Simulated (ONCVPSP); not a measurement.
**LDA (Perdew-Wang 92) ONCV dataset for Pb, fully relativistic all-electron reference.**

```
Element                 : lead
Generator               : ONCVPSP 4.0.1
Type                    : optimised norm-conserving Vanderbilt (ONCV)
Functional              : LDA (Perdew-Wang 92)
Relativity              : fully relativistic
Frozen core             : [Xe] 4f14 5d10
Valence charge          : 4
Reference configuration : 6s2 6p2
Partial waves           : 6s: rc 2.96 bohr, ncon 4, nbas 8, qcut 3.4 1/bohr, 2 projectors, debl 0.7 Ha; 6p: rc 2.05 bohr, ncon 4, nbas 8, qcut 4 1/bohr, 2 projectors, debl 2.7 Ha
Local potential         : polynomial inside 1.60 bohr (lpopt 4, dvloc0 0 Ha)
Core correction         : none
```

Open shells are filled in proportion to 2j + 1.

Poles of the logarithmic derivatives, all-electron (AE) and pseudo (PS). s: poles at -0.1, 2.9 (AE) and -0.1, 2.9 (PS) Ha. p3/2: poles at 3.0 (AE) and 3.0 (PS) Ha. p1/2: poles at 2.3 (AE) and 2.3, 4.3 (PS) Ha. Test radii: s 3.00, p3/2 2.08, p1/2 2.08 bohr.

- Cutoffs needed: 6.3 Ha and 43 Ha (the cutoffs (Ha) at which the residual kinetic energy of the hardest occupied pseudo-wave falls to 1 and 0.1 mHa per electron) The cutoffs count occupied waves only; projector 2 of the p channel, the hardest unoccupied one, needs 52 Ha at the loose tolerance.
- Ghost test: ghosts flagged at negative energy: p3/2 at -63.5 eV; GHOST(+) flagged for s at 20.4 eV; a true bound ghost makes a file unfit for plane-wave use
- Largest excitation error: +219 meV (all-electron minus pseudo) for 6s1 6p0, out of 4 test configurations
